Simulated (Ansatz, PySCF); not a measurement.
Gas-phase reaction (SMILES): C1CSC1 + H+ → C1C[SH+]C1; protonation at S, whose ΔH is minus the proton affinity.

Structures are relaxed separately at B3LYP-D3(BJ)/def2-TZVP in Ansatz (a quantum-chemistry and plane-wave program), one conformer each, not searched for the lowest. Valence correlation only, unless marked. Spin-orbit coupling is left out. No relativistic terms. CBS marks a two-point X^-3 extrapolation of the correlation energy; Hartree-Fock from the larger set. [CCSD(T)-MP2]/basis is that difference in the basis named. Thermal terms are rigid-rotor harmonic-oscillator values from B3LYP-D3(BJ) frequencies (Ansatz or PySCF) at 298.15 K and 1 atm. 1 Eh = 627.5095 kcal/mol. The proton has no electrons: its energy is zero and its thermal terms are those of translation.

| species | E, RI-MP2/CBS(cc-pV(T+d)Z,cc-pV(Q+d)Z)+[CCSD(T)-MP2]/cc-pV(T+d)Z (Ansatz) (Eh) | E, r2SCAN-D4/def2-TZVPD (Ansatz + dftd4) (Eh) | H - E (Eh) | G - E (Eh) |
|---|---|---|---|---|
| C1CSC1 | -515.51397 | -516.04926 | 0.08935 | 0.05692 |
| H+ | 0.00000 | 0.00000 | 0.00236 | -0.01000 |
| C1C[SH+]C1 | -515.83927 | -516.37757 | 0.09969 | 0.06702 |

Task: Work out ΔE and ΔH, ΔG, ΔS and the equilibrium constant at 298.15 K at the first level, then ΔH at the second.

Result: 
1. ΔE = [(-515.83927)] - [(-515.51397) + (0.00000)] = -0.32530 Eh = -204.1 kcal/mol at RI-MP2/CBS(cc-pV(T+d)Z,cc-pV(Q+d)Z)+[CCSD(T)-MP2]/cc-pV(T+d)Z.
2. The terms H - E add up to 0.00798 Eh, so ΔH = (-0.32530 + (0.00798))×627.5095 = -199.1 kcal/mol.
3. The terms G - E add up to 0.02010 Eh, so ΔG = -191.5 kcal/mol, and ΔS = (0.00798 - (0.02010))×627509.5/298.15 = -25.5 cal/(mol K).
4. log10 K = -ΔG/(RT ln 10) = 140.4, with RT ln 10 = 1.3642 kcal/mol.
5. At r2SCAN-D4/def2-TZVPD the same steps give ΔE = -206.0 and ΔH = -201.0 kcal/mol, a shift of -1.9 from the first level.
6. These values are not checked against measurement here, since the tables used lack a sound gas-phase enthalpy of formation for at least one species, or one in the same ion convention.
